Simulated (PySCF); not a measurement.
Dipole response of Au⁷⁴⁺ (gold, charge +74)

[He] 2s2 2p1, 2P determinant. Computed with PySCF 2.14 in an uncontracted even-tempered set (18 s from 54 bohr⁻², ratio 2.2; 13 p from 70 bohr⁻², ratio 2.2; 5 d from 260 bohr⁻², ratio 2.4; 5 f from 390 bohr⁻², ratio 2.4; 4 g from 580 bohr⁻², ratio 2.4), with scalar relativity by spin-free X2C-1e. Coupled (time-dependent) response in atomic units; α is the mean over directions.

| method | mean α (bohr³) | α xx, yy, zz | C₆ (like pair) | S(−4) |
| --- | --- | --- | --- | --- |
| UHF | 7.035e-05 | 8.159e-05, 4.787e-05, 8.159e-05 | 2.943e-07 | 1.515e-08 |
| PBE0 | 6.995e-05 | 8.115e-05, 4.754e-05, 8.115e-05 | 2.918e-07 | 1.501e-08 |

S(−4) is the Cauchy moment in α(ω) = α(0) + S(−4) ω² + …

Spin-orbit coupling is absent.

α(iu) at PBE0:

| u (hartree) | α(iu) (bohr³) |
| --- | --- |
| 0 | 6.994e-05 |
| 8.00 | 6.900e-05 |
| 16.0 | 6.632e-05 |
| 32.0 | 5.759e-05 |
| 48.0 | 4.760e-05 |
| 64.0 | 3.879e-05 |
| 80.0 | 3.182e-05 |
| 120 | 2.094e-05 |
| 160 | 1.538e-05 |
| 240 | 1.025e-05 |
| 400 | 6.349e-06 |

A single London oscillator, α(iu) = α/(1 + u²/ω²), gives C₆ = (3/4) ω α². Matching the computed C₆ needs ω = 4 × 2.918e-07 / (3 × 6.995e-05²) = 79.5 hartree.

For an ion, C₆ is the dispersion term alone; charge-induced terms of lower order in 1/R come first.

The components differ because the open shell of this determinant is not spherical; for a pure term their mean is the scalar polarisability.

Spin-orbit coupling, absent here, splits the open shell strongly.
